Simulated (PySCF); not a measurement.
Compound: C4H9PSSi2.
Z-matrix (Å and degrees, PBE0-D3(BJ)/def2-SVP geometry), rows numbered from 1:
```
Si
P   1  2.2659
Si  2  2.2641  1   94.18
C   3  1.8649  2  105.14  1   -57.36
C   4  1.3814  3  128.38  2   -60.12
C   5  1.4196  4  113.45  3   174.78
C   6  1.3728  5  112.29  4    -0.32
S   7  1.7113  6  111.49  5     0.12
H   1  1.4946  2  107.78  3  -156.99
H   1  1.4964  2  113.47  3   -36.29
H   1  1.4914  2  107.97  3    84.90
H   2  1.4302  1   95.50  3    96.61
H   3  1.4944  2  112.98  1    60.58
H   3  1.4937  2  109.47  1  -177.29
H   5  1.0920  4  122.94  3    -4.73
H   6  1.0909  5  124.28  4   179.76
H   7  1.0896  6  128.02  5   179.80
```

Computed with PySCF at PBE0/pcSseg-1 and PBE0/def2-SVPD, non-relativistic, on one gas-phase PBE0-D3(BJ)/def2-SVP geometry that isn't relaxed in the solvent. The solvent is an IEF-PCM continuum (cavity from Bondi-type radii × 1.2). Only the electrostatic response of the medium enters.

Gas phase at PBE0/pcSseg-1: HOMO -7.02 eV, LUMO -1.01 eV, dipole 0.99 D.

Question: What does the continuum do to the energy, the frontier levels and the dipole at PBE0/pcSseg-1 in dichloromethane and acetonitrile?

Answer: 
| solvent | ε | E(solvent) − E(gas) (kcal/mol) | polarisation term (kcal/mol) | distortion of the solute (kcal/mol) | HOMO (eV) | LUMO (eV) | dipole (D) |
| --- | --- | --- | --- | --- | --- | --- | --- |
| dichloromethane | 8.93 | -2.94 | -3.26 | 0.32 | -6.96 | -0.95 | 1.09 |
| acetonitrile | 35.69 | -3.45 | -3.91 | 0.46 | -6.97 | -0.95 | 1.09 |

The first energy column is the sum of the next two and covers electrostatics alone. From dichloromethane to acetonitrile the lowering changes by a factor 1.17, Onsager's factor (ε − 1)/(2ε + 1) by 1.14 and ε itself by 4.0.

Question: Which IAO charges (PBE0/pcSseg-1) respond most in acetonitrile (means over atoms taken as equivalent)?

Answer: 
```
atoms                        environment  gas (e)  solvent (e)  change
   P2        three-coordinate phosphorus   -0.217       -0.248  -0.031
  H12                       P–H hydrogen   +0.003       +0.021  +0.018
  H17                  aromatic hydrogen   +0.175       +0.190  +0.015
  H16                  aromatic hydrogen   +0.163       +0.175  +0.012
   S8              thiophene-type sulfur   +0.368       +0.357  -0.011
  H15                  aromatic hydrogen   +0.160       +0.170  +0.010
   C6                 aromatic CH carbon   -0.180       -0.190  -0.010
  Si3                       SiH2 silicon   +0.575       +0.582  +0.007
   C4        substituted aromatic carbon   -0.458       -0.465  -0.007
   C5                 aromatic CH carbon   -0.164       -0.171  -0.007
  Si1                       SiH3 silicon   +0.396       +0.403  +0.007
   C7  aromatic CH next to a ring sulfur   -0.318       -0.322  -0.004
```

Gas phase at PBE0/def2-SVPD: HOMO -6.99 eV, LUMO -1.01 eV, dipole 0.92 D.

Question: What does the continuum do to the energy, the frontier levels and the dipole at PBE0/def2-SVPD in acetonitrile?

Answer: 
| solvent | ε | E(solvent) − E(gas) (kcal/mol) | polarisation term (kcal/mol) | distortion of the solute (kcal/mol) | HOMO (eV) | LUMO (eV) | dipole (D) |
| --- | --- | --- | --- | --- | --- | --- | --- |
| acetonitrile | 35.69 | -2.96 | -3.43 | 0.47 | -6.95 | -0.97 | 0.99 |

Question: How does the static polarisability (PBE0/def2-SVPD, frozen core, with the continuum's full static response) change?

Answer: 
```
      medium  isotropic (au)  principal values (au)  ⟨r²⟩ of the electrons (bohr²)
         gas           146.4    130.7, 138.4, 170.1                         2032.3
acetonitrile           216.8    194.2, 212.5, 243.8                         2030.8
```

The isotropic value in acetonitrile is 1.48 times the gas-phase one; no cavity-field correction is applied. ⟨r²⟩ is taken about the centre of nuclear charge.

Hardware: Arm Neoverse N1, one thread, shared host with 64 logical CPUs at a one-minute load of 60. Cost: 74 s wall, 1.2 GiB resident at most. This is the whole shielding run at PBE0/pcSseg-1 in acetonitrile, SCF included.
